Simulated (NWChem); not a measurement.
System: C$_{4}$H$_{4}$OSi; SMILES C#C[Si@@H]1C=CO1

Input file for NWChem:

```
start job
memory heap 200 mb stack 900 mb global 1100 mb
geometry units angstroms noautosym nocenter noautoz
  C     -0.014431    -2.826556    -0.486417
  C     -0.011701    -1.685640    -0.062777
  Si    -0.039114     0.011090     0.604260
  C     -1.109277     1.289570    -0.167226
  C      0.066896     1.812977    -0.579799
  O      1.128738     1.050789    -0.164479
  H     -0.013406    -3.833554    -0.867150
  H      0.156297    -0.042221     2.074781
  H     -2.120383     1.650611    -0.332518
  H      0.305799     2.709258    -1.166696
end
basis spherical
  C library 6-311g**
  Si library 6-311g**
  O library 6-311g**
  H library 6-311g**
end
dft
  xc pbe0
  iterations 150
end
property
  shielding
end
task dft property
```

Coordinates come from a PBE0/def2-SVP optimisation.

GIAO values for the isolated, static molecule; σ is the absolute isotropic shielding.

Atoms are numbered as in the input.

Question: Give the results of this calculation. (PBE0/6-311G** (spherical d), GIAO.) Quantities: basis functions; σ C2 (ppm); σ Si3 (ppm); σ C4 (ppm); σ H7 (ppm); σ H8 (ppm); σ H9 (ppm); σ H10 (ppm).

Answer: The number of basis functions is 140 and the σ C2 (ppm) is 102.8. The σ Si3 (ppm) is 353.7 and the σ C4 (ppm) is 89.0. The σ H7 (ppm) comes out as 28.81. The σ H8 (ppm) is 25.82. The σ H9 (ppm) comes out as 26.70 and the σ H10 (ppm) comes out as 23.95.
